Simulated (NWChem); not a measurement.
Molecule: SiNH₃BrF; SMILES Br[SiH](F)N

```xyz
7

Si    -0.0478    -0.9214     0.3764
N      1.4653    -1.5452    -0.0958
F     -1.2943    -1.4096    -0.5228
Br     0.0409     1.2985     0.1660
H     -0.3418    -1.3084     1.7671
H      1.7217    -2.5005     0.1239
H      1.9563    -1.1936    -0.9083
```
Atoms are numbered in this order, from 1.

Computed with NWChem. Pople sets run with spherical d functions. Coordinates come from a B3LYP/6-31G* (spherical d) optimisation. B3LYP is NWChem's, with the RPA form of VWN correlation. Level: B3LYP/6-31G* with SMD (1 M gas to 1 M solution), gas-phase geometry. Reactions with the solvent are ignored.

### Question
Order these by “cavity-dispersion-structure term (kcal/mol)”, lowest first: chloroform; 1,4-dioxane; dimethyl sulfoxide; water.

### Answer
chloroform (-1.2), 1,4-dioxane (-0.2), dimethyl sulfoxide (0.5), water (2.3)
